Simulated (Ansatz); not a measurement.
Stretching the Be1–H2 bond in BeHI (SMILES [BeH][I]) (multiplicity 1 held, fragments rigid). Energies count from the point at 1.323 Å.
Geometry at that point (charge 0, multiplicity 1):
```xyz
3

Be     0.000     0.000    -1.962
H      0.000     0.000    -3.285
I      0.000     0.000     0.210
```

Signs of static correlation in def2-TZVPPD, with CASSCF(2,2), from Ansatz (a quantum-chemistry and plane-wave program) runs.

```csv
R (Å),T1 of restricted CCSD,⟨S²⟩ of UHF,largest double amplitude of restricted CCSD,weight of the CASSCF reference in MRCISD,CASSCF natural occupations
1.058,0.010,0.000,0.030,0.914,1.99 0.01
1.191,0.010,0.000,0.030,0.914,1.99 0.01
1.323,0.010,0.000,0.029,0.914,1.98 0.02
1.455,0.010,0.000,0.027,0.914,1.97 0.03
1.587,0.011,0.000,0.031,0.914,1.96 0.04
1.786,0.012,0.000,0.043,0.914,1.95 0.05
1.984,0.013,0.000,0.051,0.914,1.92 0.08
2.315,…,0.476,0.104,0.914,1.84 0.16
2.646,0.029,0.768,0.243,0.915,1.73 0.27
3.043,0.048,0.914,…,0.915,1.55 0.45
3.572,0.076,0.979,0.633,0.916,1.32 0.68
4.233,0.101,0.998,0.852,0.916,1.14 0.86
```

Task: What belongs in the gaps?

Result: 
- 2.315, T1 of restricted CCSD: 0.019
- 3.043, largest double amplitude of restricted CCSD: 0.410

Doubts at one or more of the structures used: a restricted determinant that unrestricted orbitals would lower (R-CCSD(T)/def2-TZVPPD); other coupled-cluster roots lie near (R-CCSD(T)/def2-TZVPPD); T1 above 0.05 (R-CCSD(T)/def2-TZVPPD, U-CCSD(T)/def2-TZVPPD); a spin-contaminated determinant (U-CCSD(T)/def2-TZVPPD).
